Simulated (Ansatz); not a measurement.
C₂H₇OSb (`C[CH2][SbH][OH]`), relaxed with RKS PBE0-D4/def2-TZVP in Ansatz from a PBE-D4/def2-SVP geometry. The force threshold is 0.005 eV/Å; the program also tests the step.

Charge 0, multiplicity 1. Sb: def2 effective core potential.

Start:

```xyz
11

C     1.610   -0.163    0.447
C     0.328   -0.504   -0.308
Sb   -1.050    1.193   -0.556
O    -2.696    0.001   -0.455
H     1.397    0.205    1.473
H     2.270   -1.052    0.547
H     2.205    0.620   -0.068
H    -0.287   -1.266    0.215
H     0.540   -0.893   -1.325
H    -0.996    1.528    1.159
H    -3.320    0.332   -1.129
```

Q: By how much does the energy fall, and how many steps does the optimiser take? (Estimate.)

A: The calculation gave: 0.08 eV, in 9 steps.

Q: Which bonds change most? (An estimate is asked.)

A: The calculation gave: Sb3–O4 from 2.035 to 1.978 Å; C2–Sb3 from 2.201 to 2.154 Å; Sb3–H10 from 1.748 to 1.721 Å; C1–H6 from 1.111 to 1.094 Å.

Q: Give the relaxed structure. (An estimate is asked.)

A: Computed: 
```xyz
11

C     1.610   -0.151    0.424
C     0.308   -0.513   -0.270
Sb   -1.020    1.168   -0.500
O    -2.637    0.030   -0.540
H     1.433    0.233    1.431
H     2.265   -1.023    0.516
H     2.170    0.612   -0.125
H    -0.264   -1.255    0.292
H     0.487   -0.919   -1.268
H    -1.072    1.434    1.199
H    -3.280    0.384   -1.159
```
